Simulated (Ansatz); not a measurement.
Gas-phase reaction in SMILES: [SiH3]O[SiH](Cl)Cl → [O][SiH](Cl)Cl + [SiH3] (SiH3) (the O-Si bond at the site shown breaks; other sites are not compared here)
Geometries: B3LYP-D3(BJ)/def2-TZVP minima from Ansatz (a program for electronic structure), one conformer each, not searched for the lowest.

Quantity: bond dissociation energy (electronic energy difference), in kJ/mol. Correlated levels leave the core frozen unless marked. Open shells are spin-unrestricted. Spin-orbit coupling is left out. No relativistic terms. CBS marks a two-point X^-3 extrapolation of the correlation energy; Hartree-Fock from the larger set.

```
level                                        program  bond dissociation energy (kJ/mol)  minus last row
------------------------------------  --------------  ---------------------------------  --------------
HF/6-31G                                      Ansatz                              394.7          -186.6
PBE/def2-TZVPD                                Ansatz                              525.6           -55.7
HSE06-D4/def2-TZVPD                   Ansatz + dftd4                              543.9           -37.4
CAM-B3LYP-D3(BJ)/def2-TZVPD           Ansatz + dftd3                              561.7           -19.6
CAM-B3LYP/def2-TZVPD                          Ansatz                              552.5           -28.8
wB97X-V/def2-TZVPD                            Ansatz                              565.4           -15.9
RPA@PBE/cc-pV(T+d)Z                           Ansatz                              537.5           -43.8
MP2/cc-pVTZ                                   Ansatz                              594.2            12.9
RI-MP2/cc-pV(T+d)Z                            Ansatz                              601.7            20.4
SCS-MP2/cc-pwCVTZ                             Ansatz                              592.5            11.2
CCSD/STO-3G                                   Ansatz                              442.5          -138.8
CCSD/cc-pwCVTZ                                Ansatz                              557.7           -23.6
CCSD/CBS(cc-pV(T+d)Z,cc-pV(Q+d)Z)             Ansatz                              571.9            -9.4
CCSD(T)/cc-pV(T+d)Z                           Ansatz                              562.9           -18.4
CCSD(T)/CBS(cc-pV(T+d)Z,cc-pV(Q+d)Z)          Ansatz                              581.3             0.0
```
